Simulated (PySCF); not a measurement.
Isomers of C8H17N, one GFN2-xTB conformer each. Single-point energies are computed at PBE0/pcSseg-1 (PySCF, gas phase, no added dispersion term), electronic only.

Task: Rank them by PBE0/pcSseg-1 energy, lowest first (kcal/mol).
A. `[CH3:1]/[N:2]=[CH:3]/[CH2:4][C@H:5]([CH3:6])[CH:7]([CH3:8])[CH3:9]` with N2–C3–C4–C5 126°, C3–C4–C5–C6 -65°, C4–C5–C7–C8 -165°
B. `[NH2:1][CH2:2][CH:3]1[CH2:4][CH2:5][CH2:6][CH2:7][CH2:8][CH2:9]1` with H–N1–C2–C3 -63° and 179°, N1–C2–C3–C4 175°, C2–C3–C4–C5 -164°, C3–C4–C5–C6 -90°, C4–C5–C6–C7 40°, C5–C6–C7–C8 39°
C. `[CH2:1]=[CH:2][CH2:3][C@@H:4]([CH3:5])[C@H:6]([CH3:7])[CH2:8][NH2:9]` with C1–C2–C3–C4 107°, C2–C3–C4–C5 66°, C3–C4–C6–C7 -69°, C4–C6–C8–N9 -168°, C6–C8–N9–H 63° and -178°
D. `[CH3:1][CH2:2]/[C:3]([CH3:4])=[C:5](/[CH3:6])[N:7]([CH3:8])[CH3:9]` with C1–C2–C3–C4 71°

Result: B (0.0), A (11.9), C (19.5), D (22.6).

As drawn, the lowest has an N–H bond, which the highest lacks; the highest has a C=C bond outside aromatic rings, which the lowest lacks. GFN2-xTB itself gives, in the same order: 0.0, 9.2, 26.8, 12.4. Both levels put the same isomer lowest; measured from each level's own lowest isomer, the values differ by up to 10.2 kcal/mol (CC/C(C)=C(/C)N(C)C: 12.4 against 22.6).

Task: Which frontier levels, dipoles and rotational constants go with these structures?

Result: 
| SMILES | HOMO (eV, PBE0/pcSseg-1) | LUMO (eV) | dipole (D) | A, B, C (MHz) |
| --- | --- | --- | --- | --- |
| NCC1CCCCCC1 | -6.64 | 1.50 | 1.31 | 2937, 1028, 833.8 |
| C/N=C/C[C@H](C)C(C)C | -6.97 | 0.24 | 1.35 | 3868, 656.2, 640.6 |
| C=CC[C@@H](C)[C@H](C)CN | -6.73 | 0.48 | 1.27 | 3004, 730.2, 707.7 |
| CC/C(C)=C(/C)N(C)C | -5.83 | 0.83 | 0.67 | 2071, 1205, 921.7 |
